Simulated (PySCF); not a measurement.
Two species compared at the same levels of theory.

First species: C₅H₁₃NSi₂.
InChI=1S/C5H13NSi2/c1-3-5-8(4-2)6-7/h6,8H,4H2,1-2,7H3/t8-/m0/s1

Second species: C₆H₁₁FOS.
SMILES with atom numbers: `[CH3:1][O:2][C@H:3]([CH3:4])/[C:5](=[CH:6]\[F:7])[S:8][CH3:9]` (hydrogens: H10, H11, H12 on C1; H13 on C3; H14, H15, H16 on C4; H17 on C6; H18, H19, H20 on C9)

Levels: PBE0/pcSseg-1 for dipole moment, HOMO energy, LUMO energy and HOMO–LUMO gap; GFN2-xTB for rotational constant A and rotational constant C. Geometries: GFN2-xTB. Each species is one conformer at its optimised geometry, gas phase, non-relativistic unless stated. Electronic properties by PySCF.

Dipoles, sizes and rotational constants follow the conformer. The torsions of the flexible species, by atom-mapped SMILES:
- `[CH3:1][C:2]#[C:3][Si@H:4]([CH2:5][CH3:6])[NH:7][SiH3:8]`: C3–Si4–C5–C6 56°, C3–Si4–N7–Si8 -62°
- `[CH3:1][O:2][C@H:3]([CH3:4])/[C:5](=[CH:6]\[F:7])[S:8][CH3:9]`: C1–O2–C3–C4 -167°, O2–C3–C5–C6 -114°, C3–C5–S8–C9 -52°

Values for the first species:

```
Dipole moment         : 1.66 D
HOMO energy           : -7.21 eV
LUMO energy           : 0.11 eV
HOMO–LUMO gap         : 7.32 eV
Rotational constant A : 1.266 GHz
Rotational constant C : 0.561 GHz
```

Estimate the same properties for the second species, and the change in each.

```csv
property,first,second,second less first
dipole moment,1.66 D,1.13 D,-0.53 D
HOMO energy,-7.21 eV,-6.34 eV,+0.87 eV
LUMO energy,0.11 eV,-0.13 eV,-0.24 eV
HOMO–LUMO gap,7.32 eV,6.21 eV,-1.11 eV
rotational constant A,1.266 GHz,1.390 GHz,+0.124 GHz
rotational constant C,0.561 GHz,0.915 GHz,+0.354 GHz
```

On the first: In atomic units the dipole is 0.65 e·bohr (1 au = 2.5417 D).

On the second: The dipole matches unit charges of opposite sign 0.24 Å apart (1 e·Å = 4.8032 D).
